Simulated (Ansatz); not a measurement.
Stepwise reaction of `[OH][Y]([Cl])[Cl]` with water, as a gas-phase model of exchange steps in deposition or etching. ΔE in kJ/mol; ΔG adds harmonic PBE0-D4 terms to CCSD(T)/CBS, at 1 bar.

Gas-phase electronic energies from Ansatz, PBE0-D4/def2-TZVP geometries. CBS: MP2 limit from def2 TZ/QZ plus the TZ coupled-cluster correction, frozen cores. This one scheme is used for every species. Functionals use def2-TZVPP. B3LYP here is the variant with VWN-RPA as its local correlation; programs differ in this. Elements past krypton have def2 core potentials. For Y outer-core shells are correlated without core-valence functions, which leaves a few kJ/mol of doubt a bond. Each species was taken in one conformer, which may not be the lowest.

```json
{"step": "1", "reaction": "`[OH][Y]([Cl])[Cl]` + H₂O → `[OH][Y]([OH])[Cl]` + HCl", "PBE-D4": "52.1", "B3LYP-D4": "52.5", "ωB97M-V": "54.0", "CCSD(T)/CBS": "57.4", "ΔG(600 K)": "50.8"}
{"step": "2", "reaction": "`[OH][Y]([OH])[Cl]` + H₂O → `[OH][Y]([OH])[OH]` + HCl", "PBE-D4": "64.3", "B3LYP-D4": "65.0", "ωB97M-V": "67.0", "CCSD(T)/CBS": "68.7", "ΔG(600 K)": "66.2"}
```

(1) By hand: ΔE of the 2 steps together at CCSD(T)/CBS.

Answers

(1) (57.4) + (68.7) = 126.1 kJ/mol, or 63.0 kJ/mol a step.

In ΔE each step is higher than the one before. All are uphill at CCSD(T)/CBS. ΔG lies between 50.8 and 66.2 kJ/mol a step. PBE-D4 differs from CCSD(T)/CBS by -5.3 to -4.4 kJ/mol a step. Isolated molecules leave out the surface, adducts and barriers. Largest T1 diagnostic: 0.014.
